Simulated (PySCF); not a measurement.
**Cr(15+) (chromium, charge +15) across methods**

[He] 2s2 2p5, 2P determinant. Computed with PySCF 2.14 in an uncontracted even-tempered set (18 s from 2.4 bohr⁻², ratio 2.2; 11 p from 3.1 bohr⁻², ratio 2.2; 6 d from 18 bohr⁻², ratio 2.4; 5 f from 27 bohr⁻², ratio 2.4; 5 g from 40 bohr⁻², ratio 2.4), with the non-relativistic Hamiltonian (point nucleus).

```
method  E (hartree)  mean ε 2s β (eV)  mean ε 2p α (eV)  mean ε 2p β (eV)  Σ⟨r²⟩ (bohr²)   ⟨S²⟩
   UHF   -920.11137           -1188.3           -1106.2           -1096.7         0.5838  0.750
  PBE0     -920.246           -1153.9           -1072.8           -1064.8         0.5852  0.750
 TPSSh     -920.503           -1148.8           -1066.7           -1059.3         0.5851  0.750
  BP86     -920.525           -1142.4           -1061.4           -1054.1         0.5851  0.750
   PBE     -920.173           -1141.8           -1061.1           -1053.6         0.5858  0.750
r2SCAN     -920.463           -1147.2           -1066.3           -1058.2         0.5844  0.750
   LDA     -918.095           -1140.1           -1060.3           -1052.2         0.5867  0.750
```
